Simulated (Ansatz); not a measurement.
[Ln(H2O)6]3+: gap (eV) at several levels, gas phase, relaxed structures; Ansatz. Core potentials for Ce, Dy, Er, Eu, Gd, Ho, Nd, Pr, Sm, Tb, Tm, Yb in the def2 sets, no spin–orbit coupling. HOMO and LUMO are taken over both spins. With an open 4f shell the SCF may have ended above the lowest state. A dash marks a value that wasn't run or was left out as unsound. The structures are stationary points that may keep the symmetry of their start. Remarks come from the PBE and PBE0 runs and from stability tests at other levels; not every state was tested.

```tsv
species	state	geometry	PBE-D4/def2-SVP	PBE-D4/def2-TZVP	r2SCAN-D4/def2-TZVP	PBE0-D4/def2-SVP	PBE0-D4/def2-TZVP	remarks
[Ce(H2O)6]3+ (CeO6H12³⁺)	doublet	PBE-D4/def2-SVP	0.76	0.76	1.47	6.11	6.11	–
[Pr(H2O)6]3+ (PrO6H12³⁺)	triplet	PBE0-D4/def2-SVP	0.56	0.56	1.40	6.24	–	–
[Nd(H2O)6]3+ (NdO6H12³⁺)	quartet	r2SCAN-D4/def2-SVP	1.46	1.47	3.00	6.88	7.01	–
[Sm(H2O)6]3+ (SmO6H12³⁺)	sextet	PBE-D4/def2-SVP	0.49	0.54	1.56	4.81	5.00	–
[Eu(H2O)6]3+ (EuO6H12³⁺)	septet	r2SCAN-D4/def2-SVP	0.24	0.27	0.83	3.92	4.18	spin-contaminated (⟨S²⟩ up to 12.17)
[Gd(H2O)6]3+ (GdO6H12³⁺)	octet	PBE-D4/def2-SVP	3.47	3.46	5.90	9.25	9.22	–
[Tb(H2O)6]3+ (TbO6H12³⁺)	septet	r2SCAN-D4/def2-SVP	0.97	0.99	1.97	7.87	7.87	–
[Dy(H2O)6]3+ (DyO6H12³⁺)	sextet	PBE-D4/def2-SVP	0.93	0.94	2.21	7.55	7.58	–
[Ho(H2O)6]3+ (HoO6H12³⁺)	quintet	PBE-D4/def2-SVP	1.87	1.87	4.20	7.98	8.01	–
[Er(H2O)6]3+ (ErO6H12³⁺)	quartet	PBE-D4/def2-SVP	1.79	1.79	4.43	7.60	–	–
[Tm(H2O)6]3+ (TmO6H12³⁺)	triplet	r2SCAN-D4/def2-SVP	0.66	0.67	2.24	6.80	6.87	–
[Yb(H2O)6]3+ (YbO6H12³⁺)	doublet	PBE-D4/def2-SVP	0.29	0.32	1.38	5.41	5.70	–
```

Over the 10 species that have every level, the mean is 1.11 at PBE-D4/def2-SVP, 1.13 at PBE-D4/def2-TZVP, 2.48 at r2SCAN-D4/def2-TZVP, 6.66 at PBE0-D4/def2-SVP, 6.75 at PBE0-D4/def2-TZVP. Orbital gaps grow with the share of exact exchange and aren't one observable across functionals.
